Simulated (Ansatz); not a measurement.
Species: C₂H₄Si, SMILES `C1=C[SiH2]1` (charge 0, multiplicity 1).

**Question.** Give a relaxed geometry from Ansatz (a first-principles code) with B3LYP-D3(BJ)/def2-TZVP.

**Answer.** the end point of this relaxation (outside a Z-matrix the atoms follow the SMILES, hydrogens last).
Z-matrix (Å, degrees):
```
Si
H 1 1.4775
H 1 1.4775 2 111.32
C 1 1.8115 2 121.65 3 -154.45
C 4 1.3302 1 68.46 2 -104.08
H 5 1.0816 4 135.74 1 180.00
H 4 1.0816 5 135.73 6 0.00
```
